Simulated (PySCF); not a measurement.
Electron correlation in Ga (gallium, neutral)

[Ar] 3d10 4s2 4d1, 2D determinant (an excited configuration). All numbers are calculated (PySCF 2.14, scalar relativity through the core potential, in aug-cc-pVTZ-PP with one added diffuse shell each of s, d, f type with ECP10MDF (7s5p5d3f, 68 functions)). Frozen: 3s2 3p6 3d10; 3 electrons correlated.

```json
{"level": "CCSD", "correlation energy (mhartree)": "-42.22"}
{"level": "(T)", "correlation energy (mhartree)": "-0.82"}
{"level": "CCSD(T)", "correlation energy (mhartree)": "-43.04"}
```

Diagnostics: T1 = 0.063, D1 = 0.1530, largest double amplitude 0.118.

Question: Is a single reference adequate?

Answer: Not fully. The outer electron is Rydberg-like, and this basis confines it to a smaller radius and binds it less than a complete one would. T1 exceeds 0.03, a sign that the reference determinant is poor.
